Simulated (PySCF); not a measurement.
# Dipole response of Cr⁺ (chromium, charge +1)

[Ar] 3d5, high-spin 6S determinant. All numbers are calculated (PySCF 2.14, the non-relativistic Hamiltonian (point nucleus), in def2-QZVPPD). Coupled (time-dependent) response in atomic units; α is the mean over directions.

| method | mean α (bohr³) | C₆ (like pair) | S(−4) |
| --- | --- | --- | --- |
| UHF | 8.112 | 27.49 | 74.17 |
| PBE | 12.35 | 40.44 | 265.6 |
| PBE0 | 10.65 | 35.39 | 170.3 |

S(−4) is the Cauchy moment in α(ω) = α(0) + S(−4) ω² + …

α(iu) at PBE:

```json
{"u (hartree)": "0", "α(iu) (bohr³)": "12.35"}
{"u (hartree)": "0.0500", "α(iu) (bohr³)": "11.73"}
{"u (hartree)": "0.100", "α(iu) (bohr³)": "10.31"}
{"u (hartree)": "0.200", "α(iu) (bohr³)": "7.541"}
{"u (hartree)": "0.300", "α(iu) (bohr³)": "5.863"}
{"u (hartree)": "0.500", "α(iu) (bohr³)": "4.269"}
{"u (hartree)": "0.750", "α(iu) (bohr³)": "3.318"}
{"u (hartree)": "1.00", "α(iu) (bohr³)": "2.703"}
{"u (hartree)": "1.50", "α(iu) (bohr³)": "1.876"}
{"u (hartree)": "2.00", "α(iu) (bohr³)": "1.357"}
{"u (hartree)": "3.00", "α(iu) (bohr³)": "0.7919"}
{"u (hartree)": "5.00", "α(iu) (bohr³)": "0.3628"}
```

For an ion, C₆ is the dispersion term alone; charge-induced terms of lower order in 1/R come first.
